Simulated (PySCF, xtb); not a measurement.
B2F3, SMILES [B](B(F)F)F (connectivity only; charge and spin as stated), charge +1, multiplicity 1.

Geometry: PBE0-D3(BJ)/def2-SVP. The spin state was assumed, not searched. The isomer is the one that the SMILES or the coordinates give; other isomers of the formula were not compared. The values are those of a single conformer.

These are IEF-PCM-PBE0/def2-SVP in PySCF values and carry that method's errors.

The values are the electrostatic part of the solvation free energy, E(continuum) − E(gas) at the gas-phase geometry, in a cavity of scaled van der Waals radii (PySCF's table); cavitation and dispersion terms are not included. In vacuum the orbital gap is 8.22 eV.

```csv
solvent,ε,ΔG(elec) (kcal/mol),gap (eV)
water,78.36,-64.5,8.61
acetone,20.49,-62.0,8.59
dimethylsulfoxide,46.83,…,…
```

**Question.** Some entries are withheld; supply them. (An estimate is asked for; the answer gives what the named calculation found.)

**Answer.** 
- dimethylsulfoxide, ΔG(elec) (kcal/mol): -63.9
- dimethylsulfoxide, gap (eV): 8.61

For comparison, GFN2-xTB/ALPB(water) (xtb, at the GFN2-xTB geometry, all terms of that model) gives -59.5 kcal/mol.
